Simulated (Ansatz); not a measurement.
Reaction (SMILES): CC[SiH2]NC + C (CH4) + N (NH3) + [SiH4] (SiH4) -> CC (C2H6) [ethane] + CN (CH5N) [methanamine] + C[SiH3] [methylsilane] + N[SiH3]
Structures are relaxed separately at B3LYP-D3(BJ)/def2-TZVP in Ansatz (an electronic-structure program), one conformer each, not searched for the lowest.
Geometry of the first species:
SMILES: CC[SiH2]NC
```xyz
16

C     -2.0073     1.0107     0.0730
C     -1.3238    -0.1586     0.7904
Si     0.0142    -1.0040    -0.2187
N      1.2194     0.1293    -0.7037
C      2.0493     0.8779     0.2280
H     -2.4945     0.6789    -0.8466
H     -2.7693     1.4792     0.6997
H     -1.2830     1.7779    -0.2051
H     -0.8862     0.1801     1.7356
H     -2.0578    -0.9227     1.0685
H     -0.5355    -1.5675    -1.4773
H      0.5462    -2.1303     0.6049
H      1.6503    -0.0045    -1.6047
H      2.9293     0.3223     0.5760
H      1.4631     1.1459     1.1091
H      2.3940     1.8121    -0.2216
```

Property: bond separation energy (electronic energy difference), in kcal/mol. Correlated levels leave the core frozen unless marked. Spin-orbit coupling is left out. Non-relativistic. Basis-set limits of correlation are two-point, X^-3; Hartree-Fock from the larger set. The bracket is a focal-point correction in the basis named.

| level | program | bond separation energy (kcal/mol) |
|---|---|---|
| r2SCAN-D3(BJ)/def2-TZVPD | Ansatz + dftd3 | 1.7 |
| B3LYP-D3(BJ)/def2-TZVPD | Ansatz + dftd3 | … |
| BHLYP/def2-TZVPD | Ansatz | … |
| wB97M-V/def2-TZVPD | Ansatz | 1.7 |
| SCS-MP2/STO-3G | Ansatz | 0.2 |
| RI-MP2/CBS(cc-pV(T+d)Z,cc-pV(Q+d)Z)+[CCSD(T)-MP2]/cc-pV(T+d)Z | Ansatz | 1.7 |

Q: Fill in the missing entries.

A: 
- B3LYP-D3(BJ)/def2-TZVPD, bond separation energy (kcal/mol): 2.0
- BHLYP/def2-TZVPD, bond separation energy (kcal/mol): -0.9
